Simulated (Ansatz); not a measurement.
System: CHBrF2, charge 0, singlet. CHBrF2 (bromo(difluoro)methane, SMILES FC(F)Br).
B3LYP-D3(BJ)/def2-TZVP minimum from Ansatz (a first-principles code):
```xyz
5

F     -1.4548     1.1355    -0.3242
C     -0.9757     0.0377     0.2785
F     -1.5308    -1.0390    -0.2965
Br     0.9694    -0.0330     0.0735
H     -1.2052     0.0592     1.3412
```

Total energies in cc-pVDZ, 26 correlated electrons, 17 frozen orbitals. Open shells are spin-unrestricted; no spin-orbit coupling. Correlated methods leave the cores frozen (noble-gas shells, and filled d and f shells in the p block). No relativity. Spin-orbit terms, left out, reach several kcal/mol for Br and I, and more for heavier atoms.

```tsv
method	program	energy (Eh)	minus CCSDT(Q) (mEh)
HF	Ansatz	-2809.70820	660.71
MP2	Ansatz	-2810.33177	37.14
CCSD	Ansatz	-2810.35274	16.17
CCSD(T)	Ansatz	-2810.36691	2.00
CCSDT(Q)	Ansatz	-2810.36891	0.00
```

Rough core times of Ansatz's runs on a shared machine: CCSD(T) under 20 s, CCSDT(Q) 6 min.
